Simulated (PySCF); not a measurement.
Cl2H4Si2.
Z-matrix (Å and degrees, PBE0-D3(BJ)/def2-SVP geometry), rows numbered from 1:
```
Si
Si  1  2.3352
Cl  2  2.0676  1  108.39
Cl  2  2.0679  1  108.50  3   118.66
H   1  1.4922  2  108.16  3   -57.89
H   1  1.4936  2  109.59  3    61.92
H   1  1.4938  2  109.50  3  -177.72
H   2  1.4873  1  115.56  3  -120.71
```

Computed, not measured: PBE0-D3(BJ)/def2-SVP geometry optimisation, gas phase (PySCF).

Masses are those of the commonest isotopes; rigid-rotor values at the optimised geometry. 

(1) Give the principal moments of inertia and the rotational constants in MHz.

(2) Classify the top.

(3) Is it planar, by Δ = Ic − Ia − Ib?

(4) Give the other two planar moments, Paa and Pbb, and the rms extents of the mass along the axes.

(5) Give the coordinates in the principal-axis frame, origin at the centre of mass.

(6) Which lines would a microwave search look for?

Answers

(1) Ia = 221.26, Ib = 239.78, Ic = 422.68 u·Å²; 505379 MHz·u·Å²/I gives A = 2284, B = 2108, C = 1196 MHz.

(2) An asymmetric top. Ray's parameter κ = (2B − A − C)/(A − C) = 0.676; −1 is the prolate and +1 the oblate limit.

(3) Not planar: Δ = Ic − Ia − Ib = -38.36 u·Å². For a rigid frame Δ = −2 Σ m c², so Σ m c² = 19.18 u·Å² lies off the ab plane: 7.20 from hydrogen and 11.98 from heavier atoms. The atom farthest from that plane is 2.04 Å away.

(4) Paa = Σ m a² = (Ib + Ic − Ia)/2 = 220.60 and Pbb = Σ m b² = (Ia + Ic − Ib)/2 = 202.08 u·Å². With the mass M = 129.92 u, the rms extents √(P/M) along a, b and c are 1.30, 1.25, 0.38 Å.

(5) The sense of each axis is arbitrary; atoms in the order of the calculation.
```tsv
atom	mass (u)	a (Å)	b (Å)	c (Å)
Si1	27.977	-2.183	0.023	-0.157
Si2	27.977	0.037	0.000	0.568
Cl3	34.969	0.950	-1.697	-0.180
Cl4	34.969	0.989	1.677	-0.180
H5	1.008	-2.185	-0.014	-1.649
H6	1.008	-2.898	-1.172	0.383
H7	1.008	-2.852	1.269	0.324
H8	1.008	0.231	0.000	2.043
```

(6) The dipole components are |μa| = 1.42 D, |μb| = 0.01 D, |μc| = 0.72 D. Intensities carry the squares of the components, which stand as 1.00 : 0.00 : 0.26 (a : b : c). Some of the stronger lines:

```csv
type,branch,"J(Ka,Kc)",MHz,lower level (cm⁻¹)
a,Q,"4(4,0) ← 4(4,1)",388,1.463
a,Q,"3(3,0) ← 3(3,1)",571,0.864
a,Q,"2(2,0) ← 2(2,1)",759,0.415
c,Q,"5(5,1) ← 5(4,1)",2595,2.126
a,R,"2(0,2) ← 1(0,1)",5848,0.110
a,Q,"5(2,3) ← 5(2,4)",6902,1.661
a,R,"3(1,3) ← 2(1,2)",8161,0.306
c,R,"2(1,1) ← 1(0,1)",8607,0.110
a,R,"4(0,4) ← 3(0,3)",10563,0.578
a,R,"4(2,3) ← 3(2,2)",12511,0.746
a,R,"4(1,3) ← 3(1,2)",12611,0.742
a,R,"5(0,5) ← 4(0,4)",12953,0.931
c,R,"3(3,0) ← 2(2,0)",13266,0.440
c,R,"3(3,1) ← 2(2,1)",13454,0.415
c,R,"5(3,2) ← 4(2,2)",21634,1.321
c,R,"5(5,0) ← 4(4,0)",22337,1.476
```

No PBE0-D3(BJ)/def2-SVP frequencies stand behind this structure, so it isn't proved a minimum. Zero-point vibration and centrifugal distortion are left out. A rigid rotor knows nothing of internal rotation, which can split or shift real lines. Quadrupole hyperfine structure (35Cl) is left out.
